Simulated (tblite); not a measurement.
C₅H₁₁ClSi₂.
Atom-mapped SMILES: `[CH3:1][C:2]1=[CH:3][SiH2:4][Si@H:5]1[CH2:6][CH2:7][Cl:8]` (hydrogens: H9, H10, H11 on C1; H12 on C3; H13, H14 on Si4; H15 on Si5; H16, H17 on C6; H18, H19 on C7)

Geometry (GFN2-xTB, Å), atoms numbered from 1 in this order:
```xyz
19
C5H11ClSi2 angstrom
C     -2.5553    0.8702   -0.2195
C     -1.5472   -0.1558    0.1622
C     -1.7519   -1.4787    0.2647
Si    -0.0891   -2.2293    0.7786
Si     0.2907    0.0716    0.6373
C      1.3191    0.8351   -0.7881
C      2.7537    1.0514   -0.3704
Cl     3.4513   -0.4678    0.2548
H     -2.6679    1.5983    0.5838
H     -2.2198    1.4094   -1.1058
H     -3.5268    0.4225   -0.4271
H     -2.7062   -1.9522    0.0722
H      0.4635   -3.1836   -0.1918
H     -0.1142   -2.9070    2.0797
H      0.4753    1.0000    1.7717
H      1.2862    0.1834   -1.6609
H      0.9119    1.7995   -1.0951
H      3.3927    1.3683   -1.1963
H      2.8243    1.7739    0.4427
```

Calculated harmonic vibrations of the isolated species, GFN2-xTB (tblite), most abundant isotopes, no scaling. Against measured fundamentals such values can be off by several per cent, at times by over 20. Modes of hydrogen on silicon can be 10 to 20 % off. One conformer, not necessarily the lowest.

Harmonic wavenumbers (cm⁻¹): 25.8, 60.0, 91.2, 100.7, 127.4, 166.0, 198.0, 274.0, 341.7, 372.4, 383.3, 410.1, 437.2, 495.0, 499.2, 582.2, 616.2, 645.8, 682.5, 700.3, 772.4, 783.6, 814.2, 835.8, 927.7, 1001.4, 1010.7, 1055.8, 1106.6, 1121.2, 1156.3, 1234.1, 1264.9, 1282.3, 1391.0, 1452.5, 1471.4, 1477.5, 1480.9, 1603.9, 2109.5, 2181.7, 2203.2, 2962.1, 2972.1, 2982.0, 2988.5, 2997.6, 3001.7, 3006.3, 3029.5.

A = 1955, B = 725.1, C = 559.3 MHz; mass 162.009 u (most abundant isotopes); point group C1, symmetry number 1.

Zero-point energy?

½Σν̃ = 30444 cm⁻¹ = 87.04 kcal/mol.

Give the ideal-gas entropy at 350 K and 1 bar in the rigid-rotor, harmonic-oscillator model (classical rotation).

Translation 41.98, rotation 30.86, vibration 42.87: S = 115.7 cal/(mol K).

And Cp and H(350 K) − H(0)?

Cp = 48.98 cal/(mol K), of which vibrations give 41.03 (their classical limit is 51 R = 101.3); H(350 K) − H(0) = 10.33 kcal/mol without the zero-point energy, 7.55 from vibrations.

What must be added to the electronic energy to get the Gibbs energy at 350 K and 1 bar?

ZPE + [H(350 K) − H(0)] − T·S = 87.04 + 10.33 − 40.50 = 56.87 kcal/mol.

Which modes carry the vibrational entropy at 350 K?

25.8 cm⁻¹: 6.45; 60.0 cm⁻¹: 4.77; 91.2 cm⁻¹: 3.95; 100.7 cm⁻¹: 3.75; 127.4 cm⁻¹: 3.30; 166.0 cm⁻¹: 2.78 cal/(mol K); the other 45 give 17.87 together.

Hindered rotation and anharmonicity are outside this model. Other conformers, if any are populated, would add a mixing term that is left out. The structure is chiral; the term R ln 2 for an equal mix with its mirror image is left out.
